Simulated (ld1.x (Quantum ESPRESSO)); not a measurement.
## tantalum: excitation energies, all-electron against TM

- Element: Ta
- Generator: ld1.x (Quantum ESPRESSO) 7.5
- Type: norm-conserving Troullier–Martins (Kleinman–Bylander form)
- Functional: LDA (PZ)
- Relativity: scalar-relativistic
- Frozen core: [Kr] 4d10 4f14
- Valence charge: 13
- Reference configuration: 5s2 5p6 5d3 6s2 6p0
- Partial waves: 5s (bound): rc 1.30 bohr; 5p (bound): rc 1.80 bohr; 5d (bound): rc 2.45 bohr
- Local potential: all-electron potential smoothed inside 1.15 bohr (lloc = -2)
- Core correction: none

Occupied shells without a wave of their own: 6s. They enter only through the test configuration that unscreens the potential.

Energies are relative to the spin-unpolarised reference configuration 5s2 5p6 5d3 6s2 6p0; without spin polarisation the order of configurations can differ from experiment. Spin-polarised rows fill each open shell by Hund’s rule, majority spin first.

| valence configuration | charge | ΔE all-electron (eV) | error AE − PS (meV) |
| --- | --- | --- | --- |
| 5s2 5p6 5d3 6s1 6p0 | +1 | 8.702 | -321 |
| 5s2 5p6 5d3 6s0 6p0 | +2 | 24.010 | -799 |
| 5s2 5p6 5d2 6s0 6p0 | +3 | 47.938 | -1115 |
| 5s2 5p6 5d3 6s1.5 6p0 | +0.5 | 3.563 | -144 |
| 5s2 5p6 5d2 6s2 6p1 | 0 | 3.090 | +83 |
| 5s2 5p6 5d3 6s2 6p0 (spin-polarised) | 0 | -1.047 | +88 |
| 5s2 5p6 5d3 6s1 6p0 (spin-polarised) | +1 | 6.726 | -178 |

Task: What are ΔE and the potential's error for 5s2 5p5 5d3 6s2 6p0?

Result: ΔE = 45.190 eV all-electron; the error (AE − PS) is -93 meV.

Task: What are ΔE and the potential's error for 5s1 5p6 5d3 6s2 6p0?

Result: ΔE = 79.449 eV all-electron; the error (AE − PS) is -120 meV.

The 6s level has no wave, so the channel is fitted at the deeper level alone: the likely source of the large errors.
